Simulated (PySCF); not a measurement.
C7H4F3 (charge -1).
Atom-mapped SMILES: `[F:1][C:2]([F:3])=[C:4]([F:5])[c:6]1[cH:7][cH:8][cH-:9][cH:10]1`

Cartesian coordinates in Å at the GFN2-xTB level; atoms count from 1:
```xyz
14
C7H4F3 angstrom
F      3.7928   -0.5111   -0.0987
C      2.4413   -0.7023   -0.0773
F      2.1906   -2.0325   -0.1125
C      1.5204    0.2805   -0.0273
F      2.0762    1.5398   -0.0003
C      0.1123    0.2071    0.0008
C     -0.6914   -0.9616   -0.0173
C     -2.0087   -0.5692    0.0256
C     -2.0567    0.8395    0.0708
C     -0.7682    1.3180    0.0557
H     -0.3213   -1.9720   -0.0579
H     -2.8692   -1.2237    0.0253
H     -2.9574    1.4358    0.1105
H     -0.4615    2.3512    0.0805
```

Definitions: NICS(0) = −σiso at the ring centroid; NICS(1) = −σiso and NICS(1)zz = −σzz at ±1 Å along the ring normal z. Level: GIAO PBE0/pcSseg-1 (PySCF, non-relativistic, gas phase) on the GFN2-xTB geometry, one conformer.

Ring bond lengths (Å), with Mayer bond orders in brackets: C6–C7 1.418 (1.31), C7–C8 1.375 (1.48), C8–C9 1.410 (1.33), C9–C10 1.374 (1.48), C10–C6 1.419 (1.31).

Question: Give the NICS values of each ring in ppm.

Answer: 
```
           ring                                              type  NICS(0)  NICS(1), two faces  NICS(1)zz, two faces  rms pucker (Å)  centre to ring atoms, mean (Å)
C6–C7–C8–C9–C10  5-membered carbocycle; formal bonds all aromatic    -12.3       -10.9 / -10.9         -28.3 / -28.3            0.00                            1.19
```

Question: What can be read from them?

Answer: 
- C6–C7–C8–C9–C10: mean NICS(1)zz -28.3 ppm, shielded. The ring is flat and has no four-coordinate atom; by the NICS criterion it is aromatic.

Question: What does the geometric index give? Use HOMA with the parameters of Krygowski (1993).

Answer: 
- C6–C7–C8–C9–C10: HOMA 0.86 = 1 − EN − GEO, with mean bond length 1.399 Å, EN = α(Ropt − mean)² = 0.033 and GEO = α × variance = 0.106. The geometric and the magnetic index point the same way.

Question: Give the inner angles of the rings and the Hirshfeld charges of the ring atoms.

Answer: 
- C6–C7–C8–C9–C10: C6 107.1° (-0.116 e), C7 107.9° (-0.153 e), C8 108.6° (-0.155 e), C9 108.4° (-0.159 e), C10 108.0° (-0.152 e); sum 540.0° against 540° for a flat convex ring.

Question: How shielded are the nuclei of the rings and their hydrogens (means over atoms taken as equivalent)?

Answer: 
```tsv
atoms	environment	σ isotropic (ppm)	principal values of the symmetric part, first atom (ppm)
C6	substituted aromatic carbon	84.1	29.6, 74.3, 148.5
C7	aromatic CH carbon	81.2	6.6, 76.3, 160.8
C8	aromatic CH carbon	77.2	-3.6, 79.6, 155.6
C9	aromatic CH carbon	80.1	0.3, 82.2, 157.9
C10	aromatic CH carbon	81.0	-2.6, 81.8, 163.6
H11	aromatic hydrogen	25.84	22.0, 26.3, 29.3
H12	aromatic hydrogen	26.00	23.8, 26.1, 28.1
H13	aromatic hydrogen	26.08	23.8, 26.0, 28.4
H14	aromatic hydrogen	25.69	22.5, 26.4, 28.1
```
